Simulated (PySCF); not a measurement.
**Bond curve of LiSb**

Set-up: Li x2c-SVPall, Sb x2c-SVPall; spin-free X2C with a Gaussian nucleus (PySCF 2.14). Energies in eV from Li + Sb in their ground configurations at the same level. State: ³Σ⁻ (triplet), unpaired electrons π ↑↑.

```csv
R (Å),r²SCAN
2.252,-1.197
2.357,-1.417
2.462,-1.543
2.540,-1.591
2.619,-1.608
2.698,-1.600
2.802,-1.562
2.933,-1.480
3.090,-1.353
3.300,-1.162
```

Question: Put a parabola through the three lowest points of the r²SCAN curve and estimate Re, k and ωe (reduced mass 6.631 u; 1 eV/Å² = 0.16022 mdyn/Å; ωe = 1302.8·√(k/μ) cm⁻¹).

Answer: Through R = 2.54, 2.619, 2.698 Å the second-order coefficient is 2.00 eV/Å², so Re ≈ 2.633 Å, k ≈ 0.642 mdyn/Å and ωe ≈ 405 cm⁻¹. A polynomial fit of higher order to the unrounded r²SCAN energies gives Re = 2.631 Å, k = 0.607 mdyn/Å, ωe = 394 cm⁻¹; anharmonicity and rounding make the difference.

The higher-order fit for each curve: r²SCAN: Re = 2.631 Å, ωe = 394 cm⁻¹, De = 1.61 eV.

⟨S²⟩ of the unrestricted solution departs from its pure value on part of the curve, where spin states mix. Spin–orbit coupling is left out, which matters for elements this heavy, above all for dissociation energies. The state was picked by a PBE0 search and need not be the measured ground state.
